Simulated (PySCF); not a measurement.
# Assignment exercise: C₅H₈F₂OSi

Mapped SMILES: `[CH2:1]=[C:2]([SiH3:3])/[CH:4]=[CH:5]/[O:6][CH:7]([F:8])[F:9]`. Each H is labelled by its parent atom. Ha(C1) is cis to Si3; Hb(C1) is trans to Si3.

[PySCF 2.14.0 with density-fitted response routines: shieldings: GIAO PBE0/pcSseg-1; GFN2-xTB structure; averaged over atoms made equivalent by symmetry, fast rotation or ring inversion; non-relativistic Hamiltonian; no solvent; one computed conformer]

Referencing at the same level of theory: 13C, 1H against TMS.

Task: Assign these signals to the numbered atoms. 13C{1H} NMR (computed): δ 151.3 (CH), 143.1 (C), 139.9 (CH2), 123.7 (CH), 122.0 (CH).

Result: 
| δ (ppm) | atoms | environment | reason |
| --- | --- | --- | --- |
| 151.3 | C5 | alkene carbon bearing oxygen | an sp2 carbon further deshielded by the attached heteroatom |
| 143.1 | C2 | fully substituted alkene carbon | an sp2 carbon of a C=C bond |
| 139.9 | C1 | terminal =CH2 carbon | as expected for a trigonal carbon in a double bond |
| 123.7 | C4 | β carbon of an enol-ether or enamine type C=C | – |
| 122.0 | C7 | sp3 CH bonded to 2 F and O | 3 electronegative neighbours deshield it |

C4 and C7 lie closer than the usual error of such a calculation, so a measured spectrum could show them in the other order.

Task: Assign these signals to the numbered atoms. 1H NMR (500 MHz, computed): δ 6.68 (m, 1H), 6.68 (m, 1H), 6.16 (br s, 1H), 6.11 (d, 1H), 5.84 (br s, 1H), 4.24 (s, 3H).

Result: 
```tsv
δ (ppm)	atoms	environment	reason
6.68	H(C7)	hydrogen on an sp3 CH bonded to 2 F and O	its carbon carries F and O, which withdraws density
6.68	H(C5)	hydrogen on an alkene carbon bearing oxygen	olefinic region
6.16	Hb(C1)	hydrogen on a terminal =CH2 carbon	attached to an sp2 carbon and in the plane of the double bond
6.11	H(C4)	hydrogen on a β carbon of an enol-ether or enamine type C=C	attached to an sp2 carbon and in the plane of the double bond
5.84	Ha(C1)	hydrogen on a terminal =CH2 carbon	a vinylic proton, deshielded by the sp2 carbon and the C=C anisotropy
4.24	H(Si3)	hydrogen on a silicon bonded to C	–
```

H(C7) and H(C5); Hb(C1) and H(C4) lie closer than the usual error of such a calculation, so a measured spectrum could show them in the other order.

Splittings by 19F in the carbon and heteronuclear signals aren't shown, as no couplings were computed. Shifts are as computed. Against solution values, carbons near 30 ppm lie about +3 ppm off and those near 130 ppm about +5 ppm. Of 1211 compounds with measured shifts, 218 miss one by over three times the rms of a fit or turn the order of signals round; such compounds aren't used in these exercises. No couplings were computed; multiplicities are counted from neighbouring protons, with m where these are inequivalent, close in shift, in a saturated or five-membered ring or joined by F or P, and br s for small geminal =CH2 splittings.
